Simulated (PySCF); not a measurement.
**Calculated NMR data**

- structure optimised with GFN2-xTB
- shielding tensors at PBE0/pcSseg-1 (GIAO)
- code: PySCF 2.14
- no solvent model, no relativistic terms, equivalent nuclei averaged, single conformer

Scale: 1H and 13C against TMS (reference shieldings calculated alike). Splittings of carbon signals by F and P are missing where no couplings were computed. Where no couplings were computed, multiplicities follow the n + 1 count of equivalent neighbours, and m marks all less simple cases (inequivalent or close neighbours, rings, F or P nearby). Shifts are as computed. Against solution values, carbons near 30 ppm lie about +3 ppm off and those near 130 ppm about +5 ppm (rms about the fit 2.1 ppm; single classes can miss by 10 ppm). Of 1328 compounds with measured shifts, 309 miss one by over three times the rms of a fit or turn the order of signals round; such compounds aren't used in these exercises. Signals without a measured value on file couldn't be tested in this way; 1H shifts scatter by 0.2 ppm about their fit, and single ones miss by 0.5 ppm. OH and NH positions are gas-phase values without hydrogen bonding to other molecules.

Compound 1 (C$_{6}$H$_{10}$N$_{2}$). 1H NMR (500 MHz, computed): δ 9.06 (br s, 1H), 7.39 (s, 1H), 2.66 (q, 2H), 2.21 (s, 3H), 1.15 (t, 3H). 13C{1H} NMR (computed): δ 144.5, 144.5, 116.6, 22.6, 18.3, 10.3. Structure: SMILES c1(CC)[nH]ncc1C.

Compound 2 (C$_{5}$H$_{7}$FO). 1H NMR (500 MHz, computed): δ 6.71 (m, 1H), 6.56 (m, 1H), 5.46 (m, 2H), 5.08 (m, 1H), 4.83 (m, 1H), 4.41 (m, 1H). 13C{1H} NMR (computed): δ 158.3 (CH), 151.2 (CH), 109.1 (CH), 96.4 (CH2), 84.5 (CH2). Structure: SMILES C=CO/C=C/CF.
